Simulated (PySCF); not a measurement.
H₆O₃Si₂. Atoms are numbered in the order given.

```xyz
11

O      0.5320    -1.4542    -1.0366
Si     0.0000     0.0000    -0.4505
O     -1.5254     0.2663    -1.0366
O      0.9934     1.1879    -1.0366
Si     0.0000     0.0000     1.8941
H      1.4549    -1.6847    -0.8781
H     -2.1865    -0.4176    -0.8781
H      0.7316     2.1023    -0.8781
H      1.3513    -0.3542     2.4341
H     -0.9824    -0.9931     2.4341
H     -0.3689     1.3474     2.4341
```
Charge 0, spin multiplicity 1.

Geometry optimised at r2SCAN-D4/def2-SVP. Other conformers were not sampled.

All values below come from r2SCAN-D4/def2-SVP in PySCF.

Frequencies are harmonic and unscaled.

Modes within 1.5 cm⁻¹ of each other (mostly degenerate sets) share a row, with their intensities summed.

```tsv
mode	ν (cm⁻¹)	IR (km/mol)	moving atoms (share of kinetic energy)
1–2	65	66.2	H 79 %, O 16 %
3	124	14.9	H 95 %
4–5	148	33.0	O 50 %, H 31 %, Si 20 %
6	187	247.9	H 97 %
7	291	33.4	Si 48 %, O 46 %
8–9	309	28.4	O 69 %, H 22 %, Si 10 %
10	479	72.1	Si 63 %, O 32 %
11–12	508	16.4	H 79 %, Si 16 %
13–14	761	442.2	H 71 %, O 28 %
15	767	262.4	H 84 %, O 13 %
16	797	178.4	O 56 %, H 27 %, Si 17 %
17	887	22.8	H 73 %, Si 16 %, O 11 %
18–19	926	7.2	H 87 %
20–21	963	297.0	Si 42 %, O 35 %, H 23 %
22	2198	51.7	H 99 %
23–24	2206	209.8	H 96 %
25–27	3887	312.9	H 94 %
```
